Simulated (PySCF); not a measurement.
# Basis and Hamiltonian dependence of the excitation energy of Rh+

Rh+ [Kr] 4d8 (3F) → Rh+ [Kr] 4d7 5s1, s spin flipped. Calculated with PySCF 2.14 from differences of total energies of unrestricted determinants, without spin-orbit coupling. Values in eV.

```
                                                            basis    Hamiltonian  functions    UHF    PBE   PBE0  MP2 (valence)
          def2-TZVPPD with the def2 core potential (28 electrons)            ECP         56  2.236  2.858  2.871          2.971
                                                     ANO-RCC-VTZP  spin-free X2C         68  2.233  3.018  2.988          2.996
          def2-QZVPPD with the def2 core potential (28 electrons)            ECP         88  2.229  2.829  2.849          2.985
                                     aug-cc-pVTZ-PP with ECP28MDF            ECP         88  2.192  2.793  2.810          2.917
x2c-TZVPPall with one added diffuse shell each of s, p, d, f type  spin-free X2C         95  2.228  2.976  2.954          2.975
                                                   aug-cc-pVTZ-DK  spin-free X2C        102  2.220  2.954  2.937          2.956
                                                     x2c-QZVPPall  spin-free X2C        118  2.215  2.957  2.939          2.972
```

Frozen in the all-electron rows: valence: [Kr]; with a core potential, the same shells as far as they lie outside it.

In the upper determinant the s electron has its spin opposite to the other open shell, which mixes two multiplicities.
